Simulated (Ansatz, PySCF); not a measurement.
InClI2, SMILES [Cl][In]([I])[I]. Atoms are numbered in the order given.

```xyz
4

In     0.0000     0.0000    -0.5548
Cl     0.0000     0.0000    -2.9075
I      0.0000    -2.3447     0.7310
I      0.0000     2.3447     0.7310
```
Charge 0, spin multiplicity 1.

The structure is a stationary point at B3LYP-D3(BJ)/def2-SVP. The structure was generated by enumeration; whether it is a known compound was not checked. The def2 effective core potentials stand for the cores of I, In; spin–orbit coupling is left out.

Two levels are set side by side: PBE-D3(BJ)/def2-SVP (Ansatz, a first-principles code) and B3LYP-D3(BJ)/def2-SVP (Ansatz). Each level has its own optimised geometry; the coordinates shown are those of the second. Frequencies come from the Hessian of PySCF at each geometry. Differences are taken from unrounded values.

```
quantity                            B3LYP-D3(BJ)  PBE-D3(BJ)  PBE-D3(BJ) minus B3LYP-D3(BJ)
----------------------------------  ------------  ----------  -----------------------------
mean bond length (Å)                       2.567       2.569                          0.002
bond In1–Cl2 (Å)                           2.353       2.358                          0.005
bond In1–I3 (Å)                            2.674       2.675                          0.001
bond In1–I4 (Å)                            2.674       2.675                          0.001
highest harmonic wavenumber (cm⁻¹)           367         359                             -7
mean harmonic wavenumber (cm⁻¹)              160         157                             -3
zero-point energy (kcal/mol)                1.38        1.35                          -0.03
```
